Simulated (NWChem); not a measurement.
Molecule: disulfane (H$_{2}$S$_{2}$); SMILES SS

```xyz
4

S      0.0352    -1.0357     0.0553
S     -0.0352     1.0357     0.0553
H     -0.9144    -1.2637    -0.8848
H      0.9144     1.2637    -0.8848
```
Atoms are numbered in this order, from 1.

STO-3G and 3-21G are far too small for this property and stand as cheap habits. Coordinates come from a PBE0/def2-SVP optimisation.

Symmetry labels are those of C2 in the frame above (b1 and b2, or b-type labels, depend on it).

Problem. List the 4 lowest vertical singlet excitations from PBE/3-21G, TDA (NWChem).

Solution. 
```json
[
 {"state": "S1", "energy (eV)": "4.70", "oscillator strength": "0.000", "symmetry": "a", "leading excitation (squared amplitude)": "HOMO → LUMO (1.00)"},
 {"state": "S2", "energy (eV)": "4.77", "oscillator strength": "0.011", "symmetry": "b", "leading excitation (squared amplitude)": "HOMO−1 → LUMO (0.98)"},
 {"state": "S3", "energy (eV)": "6.86", "oscillator strength": "0.011", "symmetry": "a", "leading excitation (squared amplitude)": "HOMO → LUMO+1 (0.80)"},
 {"state": "S4", "energy (eV)": "6.86", "oscillator strength": "0.019", "symmetry": "b", "leading excitation (squared amplitude)": "HOMO−1 → LUMO+1 (0.73)"}
]
```
